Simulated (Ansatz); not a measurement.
Reaction (cleavage of the Si–Si bond): `N[SiH]([SiH3])S` + `OB(F)F` → `FB(F)O[SiH3]` + `N[SiH2]S`

Isolated molecules relaxed with PBE0-D4/def2-TZVP in Ansatz; ΔE leaves out vibrations. CBS: MP2 limit from def2 TZ/QZ plus the TZ coupled-cluster correction, frozen cores. This one scheme is used for every species. DFT in def2-TZVPP. Each species was taken in one conformer, which may not be the lowest.

Question: Is it downhill or uphill in electronic energy at CCSD(T)/CBS, and by how much? (Best estimate.)

Answer: Ansatz gave: Downhill: ΔE = -87.9 kJ/mol.

Question: What do these levels give: r2SCAN-D4, B97M-V, r2SCANh-D4, ωB97X-V, r2SCAN, RPA@PBE/def2-TZVPP? (An estimate is asked.)

Answer: The calculation gave: r2SCAN-D4 -80.7, B97M-V -81.7, r2SCANh-D4 -82.0, ωB97X-V -86.6, r2SCAN -81.8, RPA@PBE/def2-TZVPP -90.3 kJ/mol.

Largest T1 diagnostic among the species: 0.012.

From PBE to PBE0 (25 % exact exchange), in def2-TZVPP and without D4, ΔE moves by −8.2 kJ/mol. At CCSD(T), def2-SVP lies +7.9 kJ/mol from the extrapolated value and def2-TZVPP +0.2 kJ/mol. The D4 term adds +5.9 kJ/mol with B3LYP and +3.4 kJ/mol with PBE0; it sums over pairs of atoms, weighted by their polarisabilities, and B3LYP, whose exchange is more repulsive, gets the larger term.

B3LYP here is the variant with VWN-RPA as its local correlation; programs differ in this.
